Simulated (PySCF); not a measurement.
**Structure from 2D NMR**

Compound of formula C₈H₁₄Si. Correlations simulated from computed shifts and the bond graph:

HSQC (one-bond C–H):
```csv
δH,δC
6.57,155.0
3.07,33.5
2.02,41.4
1.51,77.1
1.34,28.1
1.09,17.2
```

COSY cross peaks (H two or three bonds apart, from the bond graph; peaks can be absent where the dihedral angle is near 90°):
```csv
δH,δH
6.57,2.02
2.02,1.34
1.34,1.09
```

HMBC (two and three bonds, from the bond graph):
```csv
δH,δC
6.57,"133.4, 41.4, 33.5, 28.1"
4.24,"155.0, 133.4, 33.5"
3.07,"155.0, 133.4, 87.2, 77.1"
2.02,"155.0, 133.4, 28.1, 17.2"
1.51,"87.2, 33.5"
1.34,"155.0, 41.4, 17.2"
1.09,"41.4, 28.1"
```

Carbons without hydrogens: δ 133.4, 87.2.

[PySCF 2.14: NMR shieldings at PBE0/pcSseg-1/GIAO; coordinates at the GFN2-xTB level; non-relativistic; rapidly exchanging positions averaged; single conformer; no solvent]

References, each an isolated molecule treated in the same way: ¹H (σ = 31.72 ppm) and ¹³C (σ = 186.93 ppm) against TMS.

Exchangeable hydrogens are left out of these lists.

Q: Work out the connectivity.

A: SMILES C#CC/C([SiH3])=C/CCC.

Structure with atom numbers: `[CH:1]#[C:2][CH2:3]/[C:4]([SiH3:5])=[CH:6]/[CH2:7][CH2:8][CH3:9]`. Each H is labelled by its parent atom.

1. δC 155.0 is C6, an alkene CH (δH 6.57).
2. δC 133.4 is C4, a fully substituted alkene carbon.
3. δC 87.2 is C2, an alkyne carbon.
4. δC 77.1 is C1, a terminal alkyne carbon (δH 1.51).
5. δC 41.4 is C7, an allylic sp3 CH2 (δH 2.02).
6. δC 33.5 is C3, an allylic sp3 CH2 (δH 3.07).
7. δC 28.1 is C8, an sp3 CH2 (δH 1.34).
8. δC 17.2 is C9, a methyl carbon (δH 1.09).
9. HMBC from δH 6.57 reaches the proton-free carbon C4.
10. HMBC from δH 4.24 reaches the proton-free carbon C4.
11. HMBC from δH 3.07 reaches the proton-free carbons C4, C2.
12. HMBC from δH 2.02 reaches the proton-free carbon C4.
13. COSY links 6.57–2.02, 2.02–1.34, 1.34–1.09.

The shifts were computed for this structure.

Shifts are as computed. Against solution values, carbons near 30 ppm lie about +3 ppm off and those near 130 ppm about +5 ppm. Of 1211 compounds with measured shifts, 218 miss one by over three times the rms of a fit or turn the order of signals round; such compounds aren't used in these exercises.
